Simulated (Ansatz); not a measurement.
CH3AlO, SMILES `O[C][AlH2]` (triplet; the order of the spin states depends on the level) (charge 0, multiplicity 3). This triplet lies 0.09 eV above the relaxed singlet at the level frozen-core CCSD(T)/cc-pVTZ // PBE0-D3(BJ)/def2-TZVP (Ansatz, a program for electronic structure); other levels give the other order.

All values below come from frozen-core CCSD(T)/cc-pVTZ // PBE0-D3(BJ)/def2-TZVP (Ansatz).

Ansatz 0.2 input:
```yaml
crystal:
  periodic: [false, false, false]
  atoms:
    - { symbol: O, position_ang: [1.859771, 0.297339, -0.058526] }
    - { symbol: C, position_ang: [0.66785, -0.236413, 0.049736] }
    - { symbol: Al, position_ang: [-1.201092, 0.046013, -0.011099] }
    - { symbol: H, position_ang: [2.557583, -0.358252, 0.077252] }
    - { symbol: H, position_ang: [-1.795342, 1.485782, -0.309301] }
    - { symbol: H, position_ang: [-2.088768, -1.234467, 0.251938] }
basis:
  gaussian: { orbitals: cc-pVTZ }
correlation:
  method: ccsd_t
magnetization:
  spin_polarized: true
  initial_magnetization: 2
```

Output:

```
Functional definition: HF
810 factors; integrals over basis functions are off by at most 1.6e-3 eV
mean field evaluation 1: about -9694.7886 eV, gradient 1.7e1 eV
mean field evaluation 2: about -9694.7971 eV, gradient 1.7e1 eV
mean field evaluation 4: about -9696.6853 eV, gradient 3.3e0 eV
mean field evaluation 8: about -9696.8118 eV, gradient 2.6e-1 eV
mean field evaluation 16: about -9696.7738 eV, gradient 1.1e0 eV
mean field -9696.81362040 eV, -356.3513278132 hartree, gradient 5.4e-6 eV, S^2 2.019624; 0 other end points of the search recorded, 0 dependent functions left out
7 core orbitals not correlated
reference -9696.81362040 eV, -356.3513278132 hartree; 9, 7 occupied and 120, 122 virtual orbitals, 810 factors
second order -11.66876442 eV of doubles, -0.00000000 eV of singles
cycle   1  -12.06880506 eV  change   -4.0e-1 eV  update   8.7e-2
cycle   2  -12.43886131 eV  change   -3.7e-1 eV  update   3.0e-2
cycle   3  -12.53513284 eV  change   -9.6e-2 eV  update   2.1e-2
cycle   4  -12.52807721 eV  change    7.1e-3 eV  update   8.6e-3
cycle   5  -12.52934731 eV  change   -1.3e-3 eV  update   4.5e-3
cycle   6  -12.53098529 eV  change   -1.6e-3 eV  update   1.5e-3
cycle   7  -12.53055661 eV  change    4.3e-4 eV  update   7.2e-4
cycle   8  -12.53061202 eV  change   -5.5e-5 eV  update   3.0e-4
cycle   9  -12.53069622 eV  change   -8.4e-5 eV  update   1.2e-4
cycle  10  -12.53063283 eV  change    6.3e-5 eV  update   5.7e-5
cycle  11  -12.53064151 eV  change   -8.7e-6 eV  update   2.1e-5
cycle  12  -12.53065057 eV  change   -9.1e-6 eV  update   7.3e-6
perturbative correction -0.45048954 eV, -0.0165551854 hartree
Total energy: -9709.79476051 eV, -356.8283759134 hartree
```
